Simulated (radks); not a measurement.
Values are calculated unless marked as measured or tabulated.
Q: Ionisation of the argon ion Ar+, [Ne] 3s2 3p5, to [Ne] 3s2 3p4 as the strength of local exchange is varied. Level of theory: Dirac Kohn-Sham, Slater X-alpha exchange (alpha = 2/3 is LDA exchange), no correlation, spin-unpolarised, spherical densities, point nucleus; open shells fill j = l - 1/2 first (a radial shooting solver on a logarithmic mesh with Libxc functionals).

| alpha | E(Ar+) (hartree) | exchange (hartree) | IE (eV) | -e of the level emptied (eV) | <r> of it (bohr) |
|---|---|---|---|---|---|
| 0.667 | -525.86121 | -27.56059 | 27.172 | 20.690 (3p3/2) | 1.567 |
| 0.744 | -529.05085 | -30.89645 | 28.488 | 21.918 (3p3/2) | 1.544 |
| 0.831 | -532.67392 | -34.70379 | 30.010 | 23.343 (3p3/2) | 1.519 |
| 0.847 | -533.34245 | -35.40841 | 30.295 | 23.610 (3p3/2) | 1.515 |
| 0.902 | -535.64576 | -37.84098 | 31.281 | 24.537 (3p3/2) | 1.500 |
| 0.954 | -537.83092 | -40.15575 | 32.227 | 25.428 (3p3/2) | 1.486 |
| x | -525.20044 | -26.87141 | 26.903 | 20.439 (3p3/2) | 1.572 |

Which alpha was used in the last row?

A: alpha = 0.651. NIST Atomic Spectra Database: 27.630 eV (measured). The Delta-SCF value meets it near alpha = 0.69. Spin polarisation and multiplet splitting are left out, so open shells lie too high by an amount that depends on their filling.

Beside tabulated values, note that spin-unpolarised runs miss the spin-polarisation part of the exchange energy of open shells.
